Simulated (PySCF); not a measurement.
C5H5, SMILES C1=C[CH]C=C1, multiplicity 2. Atoms are numbered in the order given.

```xyz
10

C     -1.1792    -0.1251     0.0000
C     -0.2447    -1.1984     0.0000
C      1.0135    -0.6371     0.0000
C      0.8715     0.8319     0.0000
C     -0.4607     1.1290     0.0000
H     -2.2663    -0.2286     0.0000
H     -0.4878    -2.2596     0.0000
H      1.9643    -1.1722     0.0000
H      1.7010     1.5397     0.0000
H     -0.9139     2.1193     0.0000
```
Charge 0, spin multiplicity 2.

The structure is a stationary point at PBE0-D3(BJ)/def2-SVP. The isomer is the one that the SMILES or the coordinates give; other isomers of the formula were not compared.

Calculation: CAM-B3LYP/def2-TZVP (PySCF).

Atomic charges (e):

| atom | Löwdin | meta-Löwdin | Mulliken spin |
|---|---|---|---|
| C1 | -0.06 | -0.04 | 0.62 |
| C2 | -0.20 | -0.20 | -0.18 |
| C3 | -0.10 | -0.08 | 0.42 |
| C4 | -0.13 | -0.11 | 0.26 |
| C5 | -0.19 | -0.18 | -0.08 |
| H6 | 0.14 | 0.12 | -0.02 |
| H7 | 0.14 | 0.12 | 0.00 |
| H8 | 0.14 | 0.12 | -0.02 |
| H9 | 0.14 | 0.12 | -0.01 |
| H10 | 0.14 | 0.12 | 0.00 |

### Question
Give the Mayer and Wiberg (Löwdin basis) orders of the bonds. (An estimate is asked for; the answer gives what the named calculation found.)

### Answer

```tsv
bond	Mayer	Wiberg
C1–C2	1.29	1.48
C2–C3	1.60	1.73
C3–C4	1.09	1.28
C1–C5	1.19	1.38
C4–C5	1.72	1.82
C1–H6	0.96	0.87
C2–H7	0.96	0.85
C3–H8	0.96	0.86
C4–H9	0.96	0.86
C5–H10	0.96	0.85
```
